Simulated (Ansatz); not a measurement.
Input for Ansatz (a quantum-chemistry and plane-wave program): R-B3LYP/def2-TZVPPD on C3H4N2 (a complex), monomers drawn apart or pushed together. Files ending in .json are basis or fitting sets from the Basis Set Exchange.

Ansatz 0.2 input:
```yaml
crystal:
  periodic: [false, false, false]
  atoms:
    - {symbol: C, position_ang: [0.33629930, 0.29153299, 0.28050844]}
    - {symbol: N, position_ang: [-0.60582657, -0.34621066, 0.13864775]}
    - {symbol: H, position_ang: [1.21049486, 0.88082344, 0.45005079]}
    - {symbol: C, position_ang: [-0.29336823, -0.54076335, 6.19099473]}
    - {symbol: C, position_ang: [0.87472231, 0.28352474, 5.93614430]}
    - {symbol: N, position_ang: [1.79238209, 0.93368036, 5.69647169]}
    - {symbol: H, position_ang: [-1.00510993, -0.00307481, 6.81751814]}
    - {symbol: H, position_ang: [-0.76863692, -0.78873056, 5.24032470]}
    - {symbol: H, position_ang: [-0.00194298, -1.46187238, 6.69583697]}
basis:
  gaussian:
    orbitals: def2-TZVPPD.json
hamiltonian:
  xc: {name: B3LYP}
scf: {lower_state_search: off}
```

The head of its log:

```
WARN ansatz: RAYON_NUM_THREADS=1 ignored (pool sized by the plan → 1); use --threads N
Functional definition: B3LYP
these checks for a lower state are left out or cut short: stability, starts, cluster_reference, orbital_swaps, neighbouring_geometries, increment
integrals: 0.12 GiB planned
1116 factors; their error is unknown
mean field: 1.21 GiB planned
mean field evaluation 1: about -6147.2815 eV, gradient 7.0e1 eV
mean field evaluation 2: about -6134.9306 eV, gradient 9.9e1 eV
```

Give the final energy of this run.

-226.2779 hartree.
